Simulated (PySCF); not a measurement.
## How methods differ on the excitation energy of Mg

Mg [Ne] 3s2 (1S) → Mg [Ne] 3s1 4s1, s spin flipped, as a difference of total energies. Computed with PySCF 2.14 in aug-cc-pVDZ (5s4p2d, 27 functions), with no relativity, point nucleus. Correlated levels: valence: [Ne] frozen. The calculations carry no spin-orbit coupling.

```
   method  excitation energy (cm⁻¹)
      UHF                         0
      LDA                         0
      PBE                         0
     PBE0                         0
   r2SCAN                         0
BHandHLYP                         0
    TPSSh                         0
     BP86                         0
   B2PLYP                         0
```

Question: Estimate what SCS-MP2 (valence) gives.

Answer: 0 cm⁻¹, closest to UHF among the rows shown.

Question: Estimate what MP2 (valence) gives.

Answer: 0 cm⁻¹, closest to UHF among the rows shown.

The upper determinant mixes two multiplicities, so it lies between the two terms.

The promoted electron is Rydberg-like, and one or two diffuse shells describe it only roughly, which tends to raise the upper state.
